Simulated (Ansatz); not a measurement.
Reaction (germylene formation by 1,1-elimination): `[F][GeH]([F])[GeH3]` → `[F][GeH3]` + `[F][GeH]`

Program: Ansatz. Geometries: PBE0-D4/def2-TZVP. ΔE: electronic, gas phase. CCSD(T)/CBS is the MP2 limit (def2-TZVPP, def2-QZVPP) plus CCSD(T) − MP2 in def2-TZVPP, frozen cores. DFT in def2-TZVPP. B3LYP here is the variant with VWN-RPA as its local correlation; programs differ in this. For Ge outer-core shells are correlated without core-valence functions, which leaves a few kJ/mol of doubt a bond. Scalar relativity is left out up to krypton.

CCSD(T)/CBS gives +160.5 kJ/mol.

Q: Another level gave +133.3 kJ/mol. Which?
A. revPBE-D4/def2-TZVPP
B. CCSD(T)/def2-TZVPP
C. PBE-D4/def2-TZVPP
D. B3LYP/def2-TZVPP

A: D. B3LYP 133.3, CCSD(T)/def2-TZVPP 167.0, PBE-D4 159.2, revPBE-D4 149.3 kJ/mol.

Largest T1 diagnostic among the species: 0.014.

Leaving LDA and LC-ωPBE aside and taking each functional with its dispersion term where it has one, the values, not all of them listed here, spread over 49.2 kJ/mol, from BLYP-D4 to PBE-QIDH. LDA lies +40.8 kJ/mol from PBE without D4. In def2-TZVPP, CCSD(T) changes the Hartree–Fock value by +30.8 kJ/mol (the triples alone add +3.3 kJ/mol) and MP2 by +41.7 kJ/mol.
